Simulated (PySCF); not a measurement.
SMILES c1cc(C(C)C)ccc1C=O, C10H12O

Geometry:
```
atom   x (Å)   y (Å)   z (Å)
  C1  -2.697   0.309  -0.853
  C2  -1.853  -0.527   0.108
  C3  -2.269  -0.300   1.561
  C4  -0.374  -0.278  -0.091
  C5   0.180   0.991   0.129
  C6   1.539   1.214  -0.057
  C7   2.377   0.173  -0.468
  C8   3.821   0.410  -0.668
  O9   4.613  -0.427  -1.023
 C10   1.835  -1.098  -0.691
 C11   0.476  -1.314  -0.503
 H12  -2.409   0.129  -1.900
 H13  -2.581   1.386  -0.654
 H14  -3.766   0.065  -0.746
 H15  -2.031  -1.590  -0.128
 H16  -2.135   0.753   1.855
 H17  -3.332  -0.552   1.705
 H18  -1.674  -0.918   2.250
 H19  -0.462   1.816   0.451
 H20   1.962   2.208   0.118
 H21   4.149   1.462  -0.459
 H22   2.504  -1.899  -1.012
 H23   0.055  -2.308  -0.678
```

Computed with PySCF, quadratic response CAM-B3LYP/def2-SVPD first hyperpolarisability, Taylor convention, gas phase. Geometry: PBE0-D3(BJ)/def2-SVP.

Problem. Give the tensor of the second harmonic β(−2ω;ω,ω) at 1064 nm in the axes of these coordinates.

Solution. In au, Taylor convention; rows are the first index (the induced dipole):
```tsv
	xx	yy	zz	xy	xz	yz
x	-711.0	+17.5	+14.9	-96.4	+114.4	+12.4
y	-95.1	-60.2	-8.2	+8.9	+10.5	-14.7
z	+114.4	-16.2	-18.4	+10.7	+12.4	-8.8
```
Norm of βᵢ = ⅓ Σⱼ (βᵢⱼⱼ + βⱼᵢⱼ + βⱼⱼᵢ): 710.1 au, hyper-Rayleigh value 305.3 au.
